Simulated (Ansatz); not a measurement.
Coupled-cluster run, `CNC1C[SiH2]1`.

```yaml
crystal:
  periodic: [false, false, false]
  atoms:
    - {symbol: C, position_ang: [-1.716956, 0.895330, 0.586416]}
    - {symbol: N, position_ang: [-0.358968, 1.024779, 0.099009]}
    - {symbol: C, position_ang: [0.126888, -0.152115, -0.555038]}
    - {symbol: C, position_ang: [0.644023, -1.256488, 0.389682]}
    - {symbol: Si, position_ang: [1.957873, -0.460047, -0.635782]}
    - {symbol: H, position_ang: [-2.034729, 1.832569, 1.048243]}
    - {symbol: H, position_ang: [-1.755660, 0.116726, 1.352271]}
    - {symbol: H, position_ang: [-2.444565, 0.627162, -0.196935]}
    - {symbol: H, position_ang: [-0.272659, 1.828548, -0.507080]}
    - {symbol: H, position_ang: [-0.482784, -0.546456, -1.377579]}
    - {symbol: H, position_ang: [0.321477, -2.272114, 0.186607]}
    - {symbol: H, position_ang: [0.614469, -0.991937, 1.442429]}
    - {symbol: H, position_ang: [2.874826, 0.510474, -0.005283]}
    - {symbol: H, position_ang: [2.513864, -1.185832, -1.798258]}
basis:
  gaussian: {orbitals: def2-SVP}
correlation: {method: ccsd_t}
```

```sh
$ ansatz run in.yaml --threads 4 --pin off --events-out ev --progress --plain
```

The program prints (abridged):

```
Functional definition: HF
1214 factors; integrals over basis functions are off by at most 1.4e-3 eV
mean field evaluation 1: about -12566.7239 eV, gradient 3.3e1 eV
mean field evaluation 2: about -12566.7282 eV, gradient 3.3e1 eV
mean field evaluation 4: about -12569.9702 eV, gradient 4.2e0 eV
mean field evaluation 8: about -12570.0255 eV, gradient 1.7e-4 eV
mean field -12570.02553186 eV, -461.9399180267 hartree, gradient 2.4e-6 eV, S^2 0.000000; 0 other end points of the search recorded, 0 dependent functions left out
9 core orbitals not correlated: weight in the atoms' cores, before any rotation towards them, 1.000 or more for the frozen orbitals, at most 0.000 for the correlated occupied ones
reference -12570.02553186 eV, -461.9399180267 hartree; 15, 15 occupied and 95, 95 virtual orbitals, 1214 factors
second order -18.88051683 eV of doubles, -0.00000000 eV of singles
cycle   1  -19.92109524 eV  change    -1.0e0 eV  update   9.4e-2
cycle   2  -20.48856508 eV  change   -5.7e-1 eV  update   2.8e-2
cycle   3  -20.57240016 eV  change   -8.4e-2 eV  update   1.1e-2
cycle   4  -20.56997526 eV  change    2.4e-3 eV  update   3.2e-3
cycle   5  -20.57027714 eV  change   -3.0e-4 eV  update   1.3e-3
cycle   6  -20.57006891 eV  change    2.1e-4 eV  update   4.2e-4
cycle   7  -20.56984557 eV  change    2.2e-4 eV  update   1.6e-4
cycle   8  -20.56982932 eV  change    1.6e-5 eV  update   5.1e-5
cycle   9  -20.56982848 eV  change    8.5e-7 eV  update   1.7e-5
perturbative correction -0.64994810 eV, -0.0238851523 hartree
Total energy: -12591.24530845 eV, -462.7197304328 hartree
```

It took 8 s on 4 threads of a server CPU on a shared host, with 0.67 GiB of host memory at the peak.

MP2 recovers 89.0 % of the CCSD(T) correlation energy and the triples give 3.1 %; T1 = 0.0101.
